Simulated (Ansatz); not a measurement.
## Molecular dynamics of Cl$_{3}$HSn

input.yaml

```yaml
crystal:
  periodic: [false, false, false]
  atoms:
    - { symbol: Sn, position_ang: [0.014698, 0.071404, -0.075291] }
    - { symbol: Cl, position_ang: [0.112306, 0.493232, 2.115205] }
    - { symbol: Cl, position_ang: [2.261643, 0.053562, -0.79475] }
    - { symbol: H, position_ang: [-0.758166, 0.920389, -1.284977] }
    - { symbol: Cl, position_ang: [-1.154007, -2.048383, -0.041219] }
basis:
  gaussian: { orbitals: def2-SVP }
hamiltonian:
  xc: b3lyp
md:
  timestep: 0.25
  n_steps: 150
  ensemble: nvt_langevin
  temperature: 700.0
  initial_velocities: maxwell_boltzmann
  seed: 513746
  friction: 0.005
```

Launched with:

```bash
$ ansatz run input.yaml --threads 1 --pin off --max-ram 2048MiB --backend cpu --events-out ev --progress --plain --runs-dir out
```

It goes on from the last frame of an earlier run, with new velocities.

Output, in part (one step line in 3, the closing report, with atoms numbered from 0):

```
md step     0: t =     0.00 fs  T =   560.0 K  F+E_penalty+E_count = -43409.89011908 eV  E_kin = 0.361928 eV  (23 SCF iters)
md step     3: t =     0.75 fs  T =   521.2 K  F+E_penalty+E_count = -43409.88620583 eV  E_kin = 0.336837 eV  (22 SCF iters)
md step     6: t =     1.50 fs  T =   503.9 K  F+E_penalty+E_count = -43409.88643013 eV  E_kin = 0.325674 eV  (22 SCF iters)
md step     9: t =     2.25 fs  T =   476.7 K  F+E_penalty+E_count = -43409.88974094 eV  E_kin = 0.308115 eV  (19 SCF iters)
md step    12: t =     3.00 fs  T =   543.3 K  F+E_penalty+E_count = -43409.89475881 eV  E_kin = 0.351133 eV  (22 SCF iters)
md step    15: t =     3.75 fs  T =   564.7 K  F+E_penalty+E_count = -43409.89953170 eV  E_kin = 0.364973 eV  (22 SCF iters)
md step    18: t =     4.50 fs  T =   583.6 K  F+E_penalty+E_count = -43409.90275382 eV  E_kin = 0.377159 eV  (22 SCF iters)
md step    21: t =     5.25 fs  T =   557.4 K  F+E_penalty+E_count = -43409.90574147 eV  E_kin = 0.360271 eV  (24 SCF iters)
md step    24: t =     6.00 fs  T =   561.6 K  F+E_penalty+E_count = -43409.90812190 eV  E_kin = 0.362945 eV  (19 SCF iters)
md step    27: t =     6.75 fs  T =   547.0 K  F+E_penalty+E_count = -43409.91118930 eV  E_kin = 0.353518 eV  (19 SCF iters)
md step    30: t =     7.50 fs  T =   572.5 K  F+E_penalty+E_count = -43409.91574510 eV  E_kin = 0.370038 eV  (19 SCF iters)
md step    33: t =     8.25 fs  T =   542.8 K  F+E_penalty+E_count = -43409.92248546 eV  E_kin = 0.350807 eV  (18 SCF iters)
md step    36: t =     9.00 fs  T =   495.2 K  F+E_penalty+E_count = -43409.93194656 eV  E_kin = 0.320062 eV  (19 SCF iters)
md step    39: t =     9.75 fs  T =   541.0 K  F+E_penalty+E_count = -43409.94316029 eV  E_kin = 0.349680 eV  (19 SCF iters)
md step    42: t =    10.50 fs  T =   529.2 K  F+E_penalty+E_count = -43409.95464903 eV  E_kin = 0.341995 eV  (22 SCF iters)
md step    45: t =    11.25 fs  T =   521.0 K  F+E_penalty+E_count = -43409.96620923 eV  E_kin = 0.336750 eV  (22 SCF iters)
md step    48: t =    12.00 fs  T =   533.6 K  F+E_penalty+E_count = -43409.97819214 eV  E_kin = 0.344843 eV  (22 SCF iters)
md step    51: t =    12.75 fs  T =   528.3 K  F+E_penalty+E_count = -43409.98894354 eV  E_kin = 0.341451 eV  (22 SCF iters)
md step    54: t =    13.50 fs  T =   546.7 K  F+E_penalty+E_count = -43409.99809229 eV  E_kin = 0.353317 eV  (22 SCF iters)
md step    57: t =    14.25 fs  T =   544.8 K  F+E_penalty+E_count = -43410.00657749 eV  E_kin = 0.352101 eV  (22 SCF iters)
md step    60: t =    15.00 fs  T =   564.5 K  F+E_penalty+E_count = -43410.01432052 eV  E_kin = 0.364813 eV  (22 SCF iters)
md step    63: t =    15.75 fs  T =   573.3 K  F+E_penalty+E_count = -43410.02271775 eV  E_kin = 0.370492 eV  (22 SCF iters)
md step    66: t =    16.50 fs  T =   574.7 K  F+E_penalty+E_count = -43410.03117743 eV  E_kin = 0.371453 eV  (22 SCF iters)
md step    69: t =    17.25 fs  T =   632.7 K  F+E_penalty+E_count = -43410.04157590 eV  E_kin = 0.408895 eV  (22 SCF iters)
md step    72: t =    18.00 fs  T =   652.1 K  F+E_penalty+E_count = -43410.05233536 eV  E_kin = 0.421465 eV  (22 SCF iters)
md step    75: t =    18.75 fs  T =   726.5 K  F+E_penalty+E_count = -43410.06199525 eV  E_kin = 0.469550 eV  (22 SCF iters)
md step    78: t =    19.50 fs  T =   730.4 K  F+E_penalty+E_count = -43410.06848411 eV  E_kin = 0.472063 eV  (22 SCF iters)
md step    81: t =    20.25 fs  T =   756.0 K  F+E_penalty+E_count = -43410.07149409 eV  E_kin = 0.488618 eV  (23 SCF iters)
md step    84: t =    21.00 fs  T =   690.2 K  F+E_penalty+E_count = -43410.07169410 eV  E_kin = 0.446084 eV  (22 SCF iters)
md step    87: t =    21.75 fs  T =   684.0 K  F+E_penalty+E_count = -43410.07015987 eV  E_kin = 0.442094 eV  (22 SCF iters)
md step    90: t =    22.50 fs  T =   686.7 K  F+E_penalty+E_count = -43410.06759162 eV  E_kin = 0.443843 eV  (23 SCF iters)
md step    93: t =    23.25 fs  T =   640.2 K  F+E_penalty+E_count = -43410.06444039 eV  E_kin = 0.413739 eV  (21 SCF iters)
md step    96: t =    24.00 fs  T =   659.3 K  F+E_penalty+E_count = -43410.06098241 eV  E_kin = 0.426111 eV  (22 SCF iters)
md step    99: t =    24.75 fs  T =   657.1 K  F+E_penalty+E_count = -43410.05640702 eV  E_kin = 0.424664 eV  (21 SCF iters)
md step   102: t =    25.50 fs  T =   705.7 K  F+E_penalty+E_count = -43410.05129874 eV  E_kin = 0.456096 eV  (21 SCF iters)
md step   105: t =    26.25 fs  T =   644.0 K  F+E_penalty+E_count = -43410.04453298 eV  E_kin = 0.416209 eV  (22 SCF iters)
md step   108: t =    27.00 fs  T =   654.0 K  F+E_penalty+E_count = -43410.03684052 eV  E_kin = 0.422710 eV  (22 SCF iters)
md step   111: t =    27.75 fs  T =   664.7 K  F+E_penalty+E_count = -43410.02780755 eV  E_kin = 0.429580 eV  (21 SCF iters)
md step   114: t =    28.50 fs  T =   655.4 K  F+E_penalty+E_count = -43410.01770484 eV  E_kin = 0.423578 eV  (22 SCF iters)
md step   117: t =    29.25 fs  T =   607.6 K  F+E_penalty+E_count = -43410.00650044 eV  E_kin = 0.392720 eV  (22 SCF iters)
md step   120: t =    30.00 fs  T =   645.8 K  F+E_penalty+E_count = -43409.99552324 eV  E_kin = 0.417409 eV  (22 SCF iters)
md step   123: t =    30.75 fs  T =   596.7 K  F+E_penalty+E_count = -43409.98449536 eV  E_kin = 0.385660 eV  (22 SCF iters)
md step   126: t =    31.50 fs  T =   578.5 K  F+E_penalty+E_count = -43409.97307290 eV  E_kin = 0.373885 eV  (22 SCF iters)
md step   129: t =    32.25 fs  T =   575.5 K  F+E_penalty+E_count = -43409.96236374 eV  E_kin = 0.371960 eV  (22 SCF iters)
md step   132: t =    33.00 fs  T =   536.5 K  F+E_penalty+E_count = -43409.95306118 eV  E_kin = 0.346751 eV  (22 SCF iters)
md step   135: t =    33.75 fs  T =   576.2 K  F+E_penalty+E_count = -43409.94487768 eV  E_kin = 0.372382 eV  (22 SCF iters)
md step   138: t =    34.50 fs  T =   524.5 K  F+E_penalty+E_count = -43409.93806938 eV  E_kin = 0.339011 eV  (22 SCF iters)
md step   141: t =    35.25 fs  T =   457.6 K  F+E_penalty+E_count = -43409.93221895 eV  E_kin = 0.295776 eV  (22 SCF iters)
md step   144: t =    36.00 fs  T =   456.4 K  F+E_penalty+E_count = -43409.92594333 eV  E_kin = 0.294969 eV  (22 SCF iters)
md step   147: t =    36.75 fs  T =   411.3 K  F+E_penalty+E_count = -43409.92142695 eV  E_kin = 0.265817 eV  (19 SCF iters)
md step   150: t =    37.50 fs  T =   396.7 K  F+E_penalty+E_count = -43409.91928104 eV  E_kin = 0.256373 eV  (24 SCF iters)
Total energy: -43409.91952456 eV, -1595.2851182274 hartree
Atom 0 at    -0.008674     0.063887    -0.088798 Å, force     0.082301     0.985711     2.032009 eV/Å
Atom 1 at     0.158311     0.670242     2.298947 Å, force     0.040548    -0.279124    -1.060397 eV/Å
Atom 2 at     2.203255    -0.042740    -0.857285 Å, force    -0.113389     0.002502    -0.207869 eV/Å
Atom 3 at    -0.997225     1.409473    -0.545640 Å, force     0.163772    -0.457680    -0.436257 eV/Å
Atom 4 at    -0.875877    -2.085545     0.088673 Å, force    -0.173232    -0.251408    -0.327486 eV/Å
Dipole moment:    -0.268565     0.184871    -0.559792 e Å
```

The run went to its last step. The mean temperature of the second half is 12 % below the set value. A run of 0.037 ps of so small a system gives no equilibrium averages.

The same pairs are bonded in the first frame and the last. Pairs count as bonded within 1.25 times the sum of covalent radii (0.12 Å more for H–H).

Last frame:

```xyz
5
Properties=species:S:1:pos:R:3
Sn -0.009 0.064 -0.089
Cl 0.158 0.670 2.299
Cl 2.203 -0.043 -0.857
H -0.997 1.409 -0.546
Cl -0.876 -2.086 0.089
```

Time of the run: 7.7 min on 1 thread of Arm Neoverse V2 (shared host), peak memory 0.19 GiB.
